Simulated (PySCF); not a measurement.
From one molecule to another.

First species: C₅H₄FN₃.
Structure used (GFN2-xTB), in Å, numbered top down from 1:
```
atom  x, y, z in Å
C1     2.471    0.408    0.153
C2     1.448   -0.317   -0.285
C3     0.068    0.025    0.011
N4    -0.199    1.109    0.751
N5    -1.399    1.452    1.039
N6    -2.434    0.790    0.645
C7    -2.288   -0.303   -0.093
C8    -1.020   -0.734   -0.444
F9    -0.844   -1.834   -1.190
H10    2.299    1.286    0.753
H11    3.488    0.144   -0.074
H12    1.591   -1.203   -0.889
H13   -3.185   -0.822   -0.396
```

Second species: C₄H₇NOSi.
Geometry (GFN2-xTB, Å), atoms numbered from 1 in this order:
```xyz
14
C4H7NOSi angstrom
C     -3.5958    0.0512    1.1094
C     -2.6539   -0.4979    0.6034
C     -1.5280   -1.1277    0.0138
N     -0.3928   -0.6205   -0.1621
Si     0.3201    0.9214    0.1390
O      1.7091    0.7010    0.9451
C      2.7947   -0.1088    0.6155
H     -4.4256    0.5218    1.5494
H     -1.6993   -2.1592   -0.3087
H     -0.3089    1.8603    1.0556
H      0.5106    1.4200   -1.2260
H      3.2875    0.2579   -0.2892
H      2.4789   -1.1406    0.4468
H      3.5026   -0.0790    1.4461
```

Levels: CAM-B3LYP/def2-SVPD for dipole moment, HOMO energy, LUMO energy, HOMO–LUMO gap, static isotropic polarisability and electronic spatial extent ⟨r²⟩ about the centre of nuclear charge; TDDFT CAM-B3LYP/def2-SVPD for lowest singlet excitation; TDA CAM-B3LYP/def2-SVPD for lowest triplet excitation (Tamm–Dancoff); GFN2-xTB for rotational constant A and rotational constant C. Geometries: GFN2-xTB. Each structure is a single optimised conformer of the isolated species, non-relativistic unless stated; the electronic structure was computed with PySCF and density fitting.

Dipoles, sizes and rotational constants follow the conformer. The torsions of the flexible species, by atom-mapped SMILES:
- `[CH2:1]=[CH:2][c:3]1[n:4][n:5][n:6][cH:7][c:8]1[F:9]`: C1–C2–C3–N4 0°
- `[CH:1]#[C:2]/[CH:3]=[N:4]\[SiH2:5][O:6][CH3:7]`: C3–N4–Si5–O6 129°, N4–Si5–O6–C7 53°

Task: Which of the two has the higher ⟨r²⟩, and by how much?

Result: The second: 1219 bohr² against 1062 bohr², a difference of 157 bohr².

Task: Which of the two has the higher LUMO energy, and by how much?

Result: The second: -0.79 eV against -1.47 eV, a difference of 0.68 eV.

Task: Which has the higher static isotropic polarisability?

Result: The second: 83.9 au against 80.3 au, a difference of 3.6 au.

Task: Which of the two has the higher dipole moment, and by how much?

Result: The first: 3.67 D against 1.50 D, a difference of 2.17 D.

Task: Which has the higher HOMO–LUMO gap?

Result: The second: 8.03 eV against 7.26 eV, a difference of 0.77 eV.

Task: Which of the two has the higher T1 energy, and by how much?

Result: The second: 3.15 eV against 2.85 eV, a difference of 0.30 eV.

Task: Which has the higher S1 energy?

Result: The second: 3.72 eV against 3.58 eV, a difference of 0.14 eV.

Task: Which of the two has the higher rotational constant A, and by how much?

Result: The second: 6.081 GHz against 2.609 GHz, a difference of 3.472 GHz.

On the first: No computed singlet falls in the visible range (750 to 380 nm, 1.65 to 3.26 eV); S1 lies 0.32 eV above its blue end.

On the second: The polarisability is 12.43 Å³ as a volume (1 au = 0.148185 Å³), or 1.40 au for each of the 60 electrons. The 8 singlets span 3.72 to 7.38 eV, and their oscillator strengths add up to 0.33.
